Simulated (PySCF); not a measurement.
Species: C5H10N2OSi.
SMILES: `C#C[Si]1(OC)NCCN1`

The closed-shell ground state was solved at several levels (PySCF, density fitting, gas phase, non-relativistic). Isolated species at its PBE0-D3(BJ)/def2-SVP geometry (one conformer only).

```json
{"level": "PBE0/def2-SVPD", "basis functions": "267", "total energy (Eh)": "-669.8847", "HOMO (eV)": "-6.51", "LUMO (eV)": "-0.01", "gap (eV)": "6.50", "dipole (D)": "0.80"}
{"level": "PBE0/pcSseg-1", "basis functions": "210", "total energy (Eh)": "-670.1741", "HOMO (eV)": "-6.42", "LUMO (eV)": "0.13", "gap (eV)": "6.55", "dipole (D)": "0.85"}
```

What might CAM-B3LYP/pcSseg-1 (210 basis functions) give for the same quantities?

Total energy -670.5717 Eh, HOMO -7.79 eV, LUMO 1.30 eV, gap 9.09 eV, dipole 0.89 D.

Over all these levels, which gives the widest orbital gap and which the narrowest?

CAM-B3LYP/pcSseg-1 (range-separated hybrid) has the widest, 9.09 eV, and PBE0/def2-SVPD (global hybrid, 25 % exact exchange) the narrowest, 6.50 eV. Functional and basis both differ between the two, so the spread mixes both effects.

How far do the dipole and the HOMO energy spread over the levels?

The dipole runs from 0.80 to 0.89 D (mean 0.85 D) and the HOMO from -7.79 to -6.42 eV.
